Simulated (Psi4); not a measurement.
A dimer, BF3 ··· Li+ (SMILES FB(F)F and [Li+]) (charge +1); the first 4 atoms form monomer A.

```
5

F      1.1244    -0.3884    -0.5617
B      0.0000     0.0002     0.0002
F     -0.9956    -0.8494     0.1334
F     -0.1288     1.2376     0.4281
Li     2.6137    -0.9367    -1.3360
```

Q: What interaction energy does Psi4 with SAPT0/jun-cc-pVDZ, all electrons correlated give, and which attractive term is the largest?

A: Total -49.96 kJ/mol: electrostatics -40.08, exchange 31.40, induction -40.50, dispersion -0.78. The most attractive term is induction.
